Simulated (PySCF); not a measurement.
Cost of one run: geometry optimisation, trans-Zr(H2O)2F4 (`[OH2]->[Zr](<-[OH2])([F])([F])([F])[F]`).

Method: PBE0-D3(BJ)/def2-SVP geometry optimisation, gas phase, def2 core potentials past Kr (PySCF 2.14.0). Work: geometry optimisation from a GFN1-xTB start shaken at random, density fitting. The input is one job of a driver script: a line of settings, then coordinates in Å.

Input:
```
{"job": {"xc": "PBE0", "basis": "def2-SVP", "d3": "d3bj", "grid": 1, "maxiter": 30, "shake": 0.03, "kind": "geom"}, "charge": 0, "multiplicity": 1}
Zr    -0.128010    -0.231560     0.017940
O      0.139630     0.001550     2.116230
H     -0.819150     0.248890     2.312800
H      0.737890     0.857160     2.012350
O     -0.040200     0.068680    -2.158450
H      0.002060    -0.847900    -2.324040
H      0.915670     0.388280    -2.066410
F      1.718620    -0.309490    -0.118160
F     -1.948000    -0.037990     0.698010
F     -0.021710     1.700800     0.084390
F     -0.458750    -1.923920    -0.543760
```

Hardware: one thread of an Arm Neoverse N1, no GPU, shared host with 64 logical CPUs at a one-minute load of 60. PySCF's memory limit was set to 2320 MB.

Problem. How large is the basis?

Solution. 135 functions.

Problem. Which is nearest to the wall time?
A. 9.1 s
B. 68 s
C. 9.1 min

Solution. C. The run took 9.1 min. The run took 31 energy-and-gradient evaluations and 211 SCF cycles, 18 s an evaluation on average.

Problem. How much memory does it need at the peak?

Solution. About 0.57 GiB. Peak memory is the resident size of the whole Python process, interpreter and libraries included.

The output:
```
step   0  E = -598.63276898  max force = 0.084290
step   1  E = -598.66415227  max force = 0.019199
step   2  E = -598.67166466  max force = 0.011172
step   3  E = -598.67727069  max force = 0.011497
step   4  E = -598.68101787  max force = 0.010078
step   5  E = -598.68215538  max force = 0.010288
step   6  E = -598.68350001  max force = 0.009441
step   7  E = -598.68438520  max force = 0.006422
step   8  E = -598.68541338  max force = 0.004147
step   9  E = -598.68585414  max force = 0.002701
... (11 lines left out)
step  21  E = -598.68769538  max force = 0.001770
step  22  E = -598.68778381  max force = 0.003000
step  23  E = -598.68788956  max force = 0.003404
step  24  E = -598.68798651  max force = 0.002715
step  25  E = -598.68802745  max force = 0.001374
step  26  E = -598.68804627  max force = 0.000548
step  27  E = -598.68806309  max force = 0.000496
step  28  E = -598.68807991  max force = 0.000727
step  29  E = -598.68808411  max force = 0.000483
step  30  E = -598.68809180  max force = 0.000258
optimisation converged
```

Energies in Eh; «max force» is the largest Cartesian gradient component in Eh/bohr.

The host was shared with other jobs, so the times are rough.

The run converged: final energy -598.68809 Eh after 30 steps; dipole 2.87 D.
